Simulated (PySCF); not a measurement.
Computed shifts of a molecule CH5FO2Si2, PBE/pcSseg-1 in PySCF, GIAO, gas phase, atoms alike by connectivity averaged where their shifts nearly agree, in ppm (number of nuclei): ¹⁹F: -148.3 (1). ²⁹Si: -7.8 (1), -35.5 (1). ¹³C: 58.0 (1). ¹H: 5.49 (2), 5.09 (1), 4.38 (1), 4.28 (1). References: ¹⁹F against CFCl3 (σ = 133.6 ppm); ²⁹Si against TMS (σ = 335.4 ppm); ¹⁷O against H2O (σ = 334.3 ppm); ¹³C against TMS (σ = 182.0 ppm); ¹H against TMS (σ = 31.49 ppm), references at their B3LYP-D3(BJ)/def2-TZVP geometries, non-relativistic. Coordinates come from a B3LYP-D3(BJ)/def2-SVP optimisation. Other conformers were not sampled.

Q: Which structure fits?
A. C[Si@H]1O[Si@@H](F)O1
B. O=CO[Si@@H](F)[SiH3]
C. O[Si@H]1C[Si@@H](F)O1
D. F[Si@H]1OC[SiH2]O1

A: D, F[Si@H]1OC[SiH2]O1
